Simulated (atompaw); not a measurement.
## S: one change to a PAW (atompaw) potential, before and after

```
Element                 : S
Generator               : atompaw 4.2.0.5
Type                    : PAW
Functional              : PBEsol
Relativity              : scalar-relativistic
Frozen core             : [Ne]
Valence charge          : 6
Reference configuration : 3s2 3p4
Partial waves           : 3s (bound): rc 1.45 bohr; 3s channel at 2 Ry: rc 1.45 bohr; 3p (bound): rc 1.25 bohr; 3p channel at 4.3 Ry: rc 1.45 bohr
Local potential         : troulliermartins scheme with l = 2 at 0 Ry, radius 1.30 bohr
Core correction         : smooth core density matched at 1.35 bohr
Augmentation charge     : sinc compensation charge, radius 1.30 bohr; PAW radius 1.45 bohr; waves and projectors: custom rrkj gramschmidtortho
```

Change: local potential troulliermartins scheme with l = 2 at 0 Ry, radius 1.12 bohr.

Cutoffs: the cutoffs (Ry, on a coarse ladder) from which the occupation-weighted sum of valence levels, in a spherical-Bessel basis at the reference potential, stays within 10 and 1 mRy of its value at 400 Ry; they do not see the model core or the augmentation charge, which bear on the density cutoff.

Question: What does the change do?

Answer: The potential gets softer (21 Ry and 60 Ry → 18 Ry and 50 Ry); both files keep a bound ghost (p).

```csv
quantity,base,changed
"cutoff, loose",21 Ry,18 Ry
"cutoff, tight",60 Ry,50 Ry
loose cutoff by channel (10 mRy a level),"s 12 Ry, p 10 Ry","s 10 Ry, p 10 Ry"
bound ghosts,p,p
s: phases at 1.46 bohr within 0.05 rad from the reference energy up to (Ry; the scan ends near 5),to the end of the scan,4.9
p: phases at 1.46 bohr within 0.05 rad from the reference energy up to (Ry; the scan ends near 5),to the end of the scan,to the end of the scan
lowest overlap eigenvalue by channel,"s 0.40, p 0.47","s 0.36, p 0.47"
```

 A true bound ghost makes a file unfit for plane-wave use even where its test errors are small: the radial tests pick states by their node count and pass the ghost by. The cutoffs see the waves, projectors and local potential, not the compensation charge or the core.
